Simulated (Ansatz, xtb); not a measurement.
## Isomers of C2H9ClSi3 in order of energy

4 gas-phase structures of C2H9ClSi3, from a drawn sample of its isomers (lower ones may exist). Each was relaxed with GFN2-xTB; where two conformers were screened, the lower at r2SCAN-D4/def2-SVP is listed:

A. `C=C[SiH2][SiH2][SiH2]Cl`, a singlet
B. `C=C[SiH]([SiH3])[SiH2]Cl`, a singlet
C. `C=C[SiH2][SiH]([SiH3])Cl`, a singlet
D. `C=C[SiH](Cl)[SiH2][SiH3]`, a singlet

Task: Make a reasoned guess at their ranking by r2SCAN-D4/def2-SVP single-point energy.

Result: Calculated order at r2SCAN-D4/def2-SVP: D (0.0), A (2.9), B (3.2), C (3.7) kcal/mol. Less than 1 kcal/mol parts A and B; B and C, so the order within those pairs means little.

Energies above the lowest of each column, in kcal/mol; the last columns are at B3LYP/def2-SVP geometries:

```csv
structure,GFN2-xTB,HF/STO-3G,r2SCAN-D4/def2-SVP,B3LYP/def2-SVP,CCSD(T)/def2-SVP + ΔMP2/def2-TZVPP
D,0.9,0.0,0.0,0.0,0.0
A,0.4,1.6,2.9,2.1,1.8
B,0.0,1.9,3.2,2.5,2.4
C,1.0,1.0,3.7,2.7,2.8
```

CCSD(T)/def2-SVP + ΔMP2/def2-TZVPP puts D lowest; GFN2-xTB picks B. Flexible structures stand in one conformer each, not always the lowest. ΔMP2 is the change of the MP2 energy from the smaller to the larger basis.

Over these structures GFN2-xTB departs from r2SCAN-D4/def2-SVP by 1.4 kcal/mol on average once a common shift is removed. A GFN2-xTB relaxation took about 0.85 s and the r2SCAN-D4/def2-SVP energy about 6.9 s on a shared host (Ansatz 0.2.0, xtb 6.7.1).
